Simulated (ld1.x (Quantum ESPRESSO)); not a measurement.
## Fe PAW: all-electron and pseudo phase curves

iron (Fe), PAW, made with ld1.x (Quantum ESPRESSO) 7.5 (LDA (PZ), fully relativistic). Core [Ar], reference 3d6 4s0 4p0 (charge +2). Waves: 4s (bound, empty): rcut 1.20, rcutus 1.65 bohr; 4s channel at -1.15 Ry: rcut 1.20, rcutus 1.65 bohr; 4p (bound, empty): rcut 2.10, rcutus 2.40 bohr; 4p channel at -0.35 Ry: rcut 2.10, rcutus 2.40 bohr; 3d (bound): rcut 1.10, rcutus 1.15 bohr; 3d channel at -0.75 Ry: rcut 1.10, rcutus 1.15 bohr. Local part: all-electron potential smoothed inside 0.90 bohr (lloc = -1). Core correction: Bessel-smoothed model core inside 1.20 bohr. Augmentation charge: PSQ, inside the norm-conserving radii.

Open shells are filled in proportion to 2j + 1 (rel_dist='average').

The phase is arctan(r·u′/u) with u = r·R(r), unwrapped; energies in Ry, scanned from -4 to 5 Ry. A pole is an energy at which the radial function vanishes at the test radius. The pseudo phase is shifted by a multiple of π to meet the all-electron one at the reference energy, and phase errors are pseudo minus all-electron; the curves can meet again beyond the range given. Levels narrower than the energy grid can be missing from the lists of poles.

| channel | radius (bohr) | reference energy (Ry) | poles, all-electron | poles, pseudo | unbroken range about the reference energy with phases within 0.05 rad | phase error 1 Ry above the reference energy (rad) |
| --- | --- | --- | --- | --- | --- | --- |
| s | 2.61 | -1.50 | 0.10 | 0.10 | below 3.5 | -0.000 |
| p1/2 | 2.61 | -1.06 | 1.06 | -4.00, 1.06 | -4.0 to 3.5 | -0.000 |
| p3/2 | 2.61 | -1.05 | 1.11 | 1.10 | below 3.5 | -0.000 |
| d3/2 | 2.61 | -1.92 | -1.81, 2.79 | -1.81, 2.79 | the whole range | +0.000 |
| d5/2 | 2.61 | -1.91 | -1.80, 2.80 | -1.80, 2.80 | the whole range | +0.000 |

The ghost test of this file was not conclusive.

Phases in the d5/2 channel:

```
E (Ry)  all-electron  pseudo
 -4.00         1.347   1.347
 -3.52         1.324   1.324
 -3.04         1.290   1.290
 -2.56         1.223   1.223
 -2.08         0.774   0.774
 -1.60        -1.750  -1.750
 -1.12        -1.902  -1.902
 -0.64        -2.053  -2.053
 -0.16        -2.359  -2.359
  0.32        -3.187  -3.187
  0.80        -4.085  -4.085
  1.28        -4.419  -4.419
  1.76        -4.564  -4.564
  2.24        -4.646  -4.646
  2.72        -4.704  -4.704
  3.20        -4.751  -4.751
  3.68        -4.795  -4.795
  4.16        -4.843  -4.844
  4.64        -4.906  -4.907
```
